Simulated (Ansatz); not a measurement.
Total energies of H5N2NbO2 (`[NH2][Nb]([NH2])(=[O])[OH]`).

```xyz
10

N    -1.592   -0.194    0.738
Nb    0.348    0.031    0.423
N     0.667    1.047   -1.245
O     0.967    0.953    1.705
O     1.230   -1.667    0.365
H    -2.076    0.181    1.540
H    -2.248   -0.665    0.132
H     1.150    1.933   -1.275
H     0.337    0.806   -2.168
H     1.216   -2.426   -0.215
```

Charge 0, multiplicity 1. Correlated methods include outer-core shells of Nb, which these sets cover unevenly. Nb takes the def2 core potential. The structure was optimised at the PBE0-D4/def2-TZVP level. It is one conformer, not always the lowest. Basis def2-TZVPP, Ansatz 0.2.0.

RPA on PBE orbitals: Hartree–Fock energy of these orbitals -318.11069 Eh, correlation -2.06957 Eh (frozen core).

| functional | energy without D4 (Eh) | D4 term (kJ/mol) |
| --- | --- | --- |
| LDA (SPW92) | -318.18509 | – |
| PBE | -320.00978 | -20.8 |
| revPBE | -320.24131 | -56.0 |
| BLYP | -320.19950 | -44.3 |
| r2SCAN | -320.17057 | -5.2 |
| B97M-V | -320.20801 | – |
| B3LYP | -320.28874 | -33.4 |
| r2SCANh | -320.12818 | -5.5 |
| r2SCAN0 | -320.06661 | -6.1 |
| BHLYP | -319.99682 | -26.8 |
| ωB97X-V | -320.13069 | – |
| ωB97M-V | -320.08007 | – |
| B2PLYP | -320.00660 | – |
| PBE-QIDH | -319.86622 | – |

(1) Give the same for PBE0, HSE06 (plane-wave form), CAM-B3LYP, LC-ωPBE. (Best estimate.)

B3LYP takes the VWN-RPA correlation (the form of Gaussian; ORCA's B3LYP/G). HSE06 is the plane-wave form, built on full-range PBE exchange. The double hybrids freeze the cores in their second-order part.

Answers

(1) The calculation gave: 
| functional | energy without D4 (Eh) | D4 term (kJ/mol) |
| --- | --- | --- |
| PBE0 | -319.95860 | -17.7 |
| HSE06 (plane-wave form) | -319.94560 | -16.6 |
| CAM-B3LYP | -320.12263 | -18.1 |
| LC-ωPBE | -320.11284 | – |

LC-ωPBE has ω = 0.4 bohr⁻¹.
